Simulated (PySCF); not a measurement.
Mapped SMILES: `[CH3:1][CH2:2][C:3]([F:4])([F:5])[O:6][c+:7]1[cH:8][c:9]1[F:10]`. Each H is labelled by its parent atom.

Geometry: GFN2-xTB; GIAO absolute shieldings from PySCF 2.14, gas phase, non-relativistic, averaged over equivalent atoms.

At B97-2/STO-3G (56 basis functions, 8.2 s wall time on 1 thread of an Arm Neoverse V1, shared host):
```csv
atoms,σ (ppm)
C7,112.4
C9,112.6
C8,114.4
C3,123.5
C2,208.1
C1,217.9
F10,282.5
F4/F5,343.9
O6,194.6
H(C8),24.38
H(C2),30.63
H(C1),31.63
```

**Question.** What do these become at B3LYP/6-311G**?

**Answer.** 
| atoms | σ at B3LYP/6-311G** | change |
| --- | --- | --- |
| C7 | 27.8 | -84.6 |
| C9 | 23.6 | -89.0 |
| C8 | 46.0 | -68.4 |
| C3 | 41.6 | -81.9 |
| C2 | 152.0 | -56.1 |
| C1 | 177.4 | -40.5 |
| F10 | 241.9 | -40.6 |
| F4/F5 | 244.3 | -99.6 |
| O6 | 81.1 | -113.5 |
| H(C8) | 24.36 | -0.02 |
| H(C2) | 29.36 | -1.27 |
| H(C1) | 30.70 | -0.93 |

The largest change is at O6 (ether oxygen). Cost: 216 basis functions, 50 s wall time on 1 thread of an Arm Neoverse V1, shared host. The order of the carbon signals changes between the two levels.
